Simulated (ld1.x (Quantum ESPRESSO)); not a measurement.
Scattering properties, ultrasoft potential for manganese

* Element: Mn
* Generator: ld1.x (Quantum ESPRESSO) 7.5
* Type: ultrasoft
* Functional: Wu–Cohen
* Relativity: scalar-relativistic
* Frozen core: [Ne] 3s2
* Valence charge: 13
* Reference configuration: 3p6 3d5 4s2 4p0
* Partial waves: 4s (bound): rcut 2.90, rcutus 3.05 bohr; 4s channel at 0.55 Ry: rcut 2.90, rcutus 3.05 bohr; 3p (bound): rcut 1.70, rcutus 1.90 bohr; 4p (bound, empty): rcut 1.70, rcutus 1.90 bohr; 3d (bound): rcut 1.25, rcutus 1.50 bohr; 3d channel at 0.55 Ry: rcut 1.25, rcutus 1.50 bohr
* Local potential: all-electron potential smoothed inside 1.40 bohr (lloc = -1)
* Core correction: a·sin(br)/r model core, default radius (core density twice the valence density)
* Augmentation charge: PSQ, radius 1.30 bohr

The phase is arctan(r·u′/u) with u = r·R(r), unwrapped; energies in Ry, scanned from -6 to 5 Ry. A pole is an energy at which the radial function vanishes at the test radius. The pseudo phase is shifted by a multiple of π to meet the all-electron one at the reference energy, and phase errors are pseudo minus all-electron; the curves can meet again beyond the range given. Levels narrower than the energy grid can be missing from the lists of poles.

For each channel, where are the poles, and over which energies does the pseudopotential scatter like the atom?

| channel | radius (bohr) | reference energy (Ry) | poles, all-electron | poles, pseudo | unbroken range about the reference energy with phases within 0.05 rad | phase error 1 Ry above the reference energy (rad) |
| --- | --- | --- | --- | --- | --- | --- |
| s | 3.32 | -0.38 | 0.38 | 0.38, 4.70 | the whole range | -0.000 |
| p | 3.32 | -0.10 | 1.08 | 0.81, 2.70 | -5.5 to 0.6 | -0.093 |
| d | 3.32 | -0.50 | -0.45, 2.37 | -0.45, 2.37 | the whole range | +0.000 |

Note: ghost state, extra bound levels that the all-electron valence spectrum of the same l lacks: s at -123.3 eV (p not tested). A true bound ghost makes a file unfit for plane-wave use. Its overlap operator is not positive definite in a basis up to 400 Ry (lowest eigenvalue p -1.44), so the file is unfit for use: the generalised eigenproblem breaks down once the basis is large enough, and its test numbers describe a broken file.

Phases in the d channel:

```csv
E (Ry),all-electron,pseudo
-6.00,1.449,1.449
-5.74,1.446,1.446
-5.48,1.443,1.443
-5.22,1.440,1.440
-4.96,1.437,1.437
-4.70,1.433,1.433
-4.44,1.429,1.429
-4.18,1.425,1.425
-3.92,1.420,1.420
-3.66,1.415,1.415
-3.40,1.409,1.409
-3.14,1.403,1.403
-2.88,1.396,1.396
-2.62,1.387,1.387
-2.36,1.378,1.378
-2.10,1.366,1.366
-1.84,1.353,1.353
-1.58,1.335,1.335
-1.32,1.312,1.312
-1.06,1.278,1.278
-0.80,1.210,1.210
-0.54,0.107,0.107
-0.28,-1.819,-1.819
-0.02,-1.938,-1.938
0.24,-2.071,-2.071
0.50,-2.318,-2.318
0.76,-2.908,-2.908
1.02,-3.810,-3.810
1.28,-4.278,-4.278
1.54,-4.477,-4.477
1.80,-4.584,-4.584
2.06,-4.652,-4.652
2.32,-4.704,-4.704
2.58,-4.746,-4.746
2.84,-4.787,-4.786
3.10,-4.829,-4.829
3.36,-4.880,-4.880
3.62,-4.952,-4.951
3.88,-5.071,-5.069
4.14,-5.333,-5.325
4.40,-6.104,-6.075
4.66,-7.101,-7.082
4.92,-7.462,-7.454
```
